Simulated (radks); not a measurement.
All-electron atom: Tb61+ in [He] 2s2 (the NIST ground configuration). Method: scalar-relativistic Kohn-Sham, r2SCAN, spin-unpolarised, spherical densities, finite nucleus; meta-GGA in the generalised Kohn-Sham scheme; Fermi nuclear charge, rms radius 5.06 fm; computed with a radial shooting solver on a logarithmic mesh with Libxc functionals.

Unscreened Slater integrals over Kohn-Sham orbitals (eV).

F0(2s,2s): 282.01
F0(2s,1s): 397.82
G0(2s,1s): 41.685
F0(1s,1s): 1203.6
